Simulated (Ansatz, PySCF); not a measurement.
C4H5Br, SMILES C=C=C(Br)C. Atoms are numbered in the order given.

```xyz
10

C     -0.9729     2.7091     0.0000
C     -0.2338     1.6277     0.0000
C      0.5145     0.5561     0.0000
C      2.0131     0.4963     0.0000
Br    -0.3598    -1.1694     0.0000
H     -1.2972     3.1800    -0.9357
H     -1.2972     3.1800     0.9357
H      2.3796    -0.0420    -0.8887
H      2.3796    -0.0420     0.8887
H      2.4329     1.5128     0.0000
```

Geometry: B3LYP-D3(BJ)/def2-SVP.

Two levels are set side by side: PBE-D3(BJ)/def2-SVP (Ansatz, a program for electronic structure) and B3LYP-D3(BJ)/def2-SVP (Ansatz). Each level has its own optimised geometry; the coordinates shown are those of the second. Frequencies come from the Hessian of PySCF at each geometry. Differences are taken from unrounded values.

```json
[
 {"quantity": "mean bond length (Å)", "B3LYP-D3(BJ)": "1.283", "PBE-D3(BJ)": "1.289", "PBE-D3(BJ) minus B3LYP-D3(BJ)": "0.006"},
 {"quantity": "bond C1–C2 (Å)", "B3LYP-D3(BJ)": "1.310", "PBE-D3(BJ)": "1.317", "PBE-D3(BJ) minus B3LYP-D3(BJ)": "0.008"},
 {"quantity": "bond C2–C3 (Å)", "B3LYP-D3(BJ)": "1.307", "PBE-D3(BJ)": "1.316", "PBE-D3(BJ) minus B3LYP-D3(BJ)": "0.009"},
 {"quantity": "bond C3–C4 (Å)", "B3LYP-D3(BJ)": "1.500", "PBE-D3(BJ)": "1.500", "PBE-D3(BJ) minus B3LYP-D3(BJ)": "0.000"},
 {"quantity": "bond C3–Br5 (Å)", "B3LYP-D3(BJ)": "1.934", "PBE-D3(BJ)": "1.934", "PBE-D3(BJ) minus B3LYP-D3(BJ)": "0.000"},
 {"quantity": "bond C1–H6 (Å)", "B3LYP-D3(BJ)": "1.097", "PBE-D3(BJ)": "1.105", "PBE-D3(BJ) minus B3LYP-D3(BJ)": "0.008"},
 {"quantity": "bond C1–H7 (Å)", "B3LYP-D3(BJ)": "1.097", "PBE-D3(BJ)": "1.105", "PBE-D3(BJ) minus B3LYP-D3(BJ)": "0.008"},
 {"quantity": "bond C4–H8 (Å)", "B3LYP-D3(BJ)": "1.102", "PBE-D3(BJ)": "1.110", "PBE-D3(BJ) minus B3LYP-D3(BJ)": "0.008"},
 {"quantity": "bond C4–H9 (Å)", "B3LYP-D3(BJ)": "1.102", "PBE-D3(BJ)": "1.110", "PBE-D3(BJ) minus B3LYP-D3(BJ)": "0.008"},
 {"quantity": "bond C4–H10 (Å)", "B3LYP-D3(BJ)": "1.100", "PBE-D3(BJ)": "1.107", "PBE-D3(BJ) minus B3LYP-D3(BJ)": "0.007"},
 {"quantity": "highest harmonic wavenumber (cm⁻¹)", "B3LYP-D3(BJ)": "3194", "PBE-D3(BJ)": "3127", "PBE-D3(BJ) minus B3LYP-D3(BJ)": "-67"},
 {"quantity": "mean harmonic wavenumber (cm⁻¹)", "B3LYP-D3(BJ)": "1357", "PBE-D3(BJ)": "1320", "PBE-D3(BJ) minus B3LYP-D3(BJ)": "-37"},
 {"quantity": "zero-point energy (kcal/mol)", "B3LYP-D3(BJ)": "46.55", "PBE-D3(BJ)": "45.27", "PBE-D3(BJ) minus B3LYP-D3(BJ)": "-1.28"}
]
```

GGA bonds tend to be longer and softer than those of functionals with exact exchange. Differences between two approximate levels are no errors against the true value.
